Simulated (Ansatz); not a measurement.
Consider the cleavage of the Si–Si bond: `C[Si](N)(O)[SiH3]` + HBr → `C[Si](N)(O)Br` + SiH₄.

Program: Ansatz. Geometries: PBE0-D4/def2-TZVP. ΔE: electronic, gas phase. CCSD(T)/CBS adds triple-zeta CCSD(T) − MP2 to the extrapolated MP2 energy (def2 sets, frozen cores). This one scheme is used for every species. Functionals use def2-TZVPP. B3LYP here is the variant with VWN-RPA as its local correlation; programs differ in this. For Br outer-core shells are correlated without core-valence functions, which leaves a few kJ/mol of doubt a bond. Scalar relativity is left out up to krypton. One conformer a species, not always the lowest.

```json
{"level": "PBE-D4", "ΔE (kJ/mol)": "-111.1"}
{"level": "PBE", "ΔE (kJ/mol)": "-111.9"}
{"level": "B3LYP", "ΔE (kJ/mol)": "-124.1"}
{"level": "MP2/CBS(def2)", "ΔE (kJ/mol)": "-138.5"}
```

Question: What does CCSD(T)/CBS give? (Estimate.)

Answer: Computed: -127.2 kJ/mol. The listed levels differ from it by 16.1, 15.3, 3.1, -11.3 kJ/mol.

Largest T1 diagnostic among the species: 0.012.

From PBE to PBE0 (25 % exact exchange), in def2-TZVPP and without D4, ΔE moves by −7.4 kJ/mol. In def2-TZVPP, CCSD(T) changes the Hartree–Fock value by +20.6 kJ/mol (the triples alone add +1.8 kJ/mol) and MP2 by +9.3 kJ/mol.
